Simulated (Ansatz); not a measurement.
The same atomization along the group Cu, Ag, Au.

Isolated molecules relaxed with PBE0-D4/def2-TZVP in Ansatz; ΔE leaves out vibrations. CCSD(T)/CBS adds triple-zeta CCSD(T) − MP2 to the extrapolated MP2 energy (def2 sets, frozen cores). This one scheme is used for every species, atoms too. For atomizations the MP2-based limit and the directly extrapolated one differ by several kJ/mol either way, and by 10 to 25 for some Ge, Se and Sn compounds, so smaller differences from it don't rank the levels. Open shells (•) are unrestricted, without spin–orbit coupling. Spin–orbit coupling would lower the free atoms: a little for C, O. def2 core potentials past Kr. For Ag, Au, Cu outer-core shells are correlated without core-valence functions, so the limit isn't a true one: a few kJ/mol of doubt a bond, and 10 to 20 or more in all where bonds break to atoms. Scalar relativity is left out up to krypton. One conformer a species, not always the lowest.

Order these by ΔE at CCSD(T)/CBS, lowest first. (Estimate.)
A. `C[O][Ag-][OH2+]` → C• + Ag• + 5 H• + 2 O•
B. `C[O][Au-][OH2+]` → C• + Au• + 5 H• + 2 O•
C. `C[O][Cu-][OH2+]` → C• + Cu• + 5 H• + 2 O•

A (+30.22 eV), B (+30.70 eV), C (+31.36 eV).

Largest T1 diagnostic: 0.025, for `C[O][Cu-][OH2+]`.
